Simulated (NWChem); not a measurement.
Species: CH2NO cation; SMILES N=C=[OH+]

```xyz
5

N     -0.0302     1.1896     0.0000
C     -0.0170     0.0422     0.0000
O     -0.1198    -1.1882     0.0000
H     -0.0388     2.2064     0.0000
H      0.7020    -1.7252     0.0000
```
Atoms are numbered in this order, from 1.

All runs: NWChem. Pople sets run with spherical d functions. Coordinates come from a PBE0/def2-SVP optimisation. Atomic charges in e: unrestrained fits to the electrostatic potential beside Mulliken populations; buried atoms are poorly determined by the fit.

Problem. Estimate the computed values for Hartree-Fock/6-31G*. Quantities: ESP N1; Mulliken N1; ESP C2; Mulliken C2; ESP O3; Mulliken O3; relative RMS misfit of the potential (%).

Solution. 
| Property | Result |
|---|---|
| ESP N1 | -0.55 |
| Mulliken N1 | -0.52 |
| ESP C2 | 0.87 |
| Mulliken C2 | 0.99 |
| ESP O3 | -0.39 |
| Mulliken O3 | -0.59 |
| relative RMS misfit of the potential (%) | 2 |
